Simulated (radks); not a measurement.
Values are calculated unless marked as measured or tabulated.
Task: Numerical settings for neutral thulium, [Xe] 4f13 6s2. Level of theory: scalar-relativistic Kohn-Sham, LDA (Slater exchange, Perdew-Wang correlation), spin-unpolarised, spherical densities, finite nucleus; Fermi nuclear charge, rms radius 5.2256 fm (a radial shooting solver on a logarithmic mesh with Libxc functionals). The defaults (mesh step 0.008 in ln r, mesh end at 40 bohr or more with all orbitals vanishing there, Anderson mixing 0.5 over 9 steps, residual threshold near 1e-9 with the energy settled to 1e-9 hartree or 1e-11 of itself, here a cap of 88 iterations) give E = -13557.5691 hartree and 4f at -3.324 eV in 18 iterations. Run on one thread of a shared host, so times are rough (Arm Neoverse N1): 0.22 s of CPU time, 0.22 s wall, 18 iterations on 2440 mesh points. One setting is changed at a time: mesh step in ln r 0.05; mesh step in ln r 0.02; mesh step in ln r 0.2; mesh end (bohr) 20; mesh end (bohr) 12; residual threshold 1e-13; residual threshold 1e-16; mixing 0.2; linear mixing, mixing 1; linear mixing, mixing 0.5; mixing history 3; iteration cap 2. Which runs fail to converge, and which converge to a wrong energy?

Result: Not converged within the cap: mesh step in ln r 0.2; residual threshold 1e-16; linear mixing, mixing 1; linear mixing, mixing 0.5; iteration cap 2. No run marked as converged misses the energy by more than 1 mhartree.
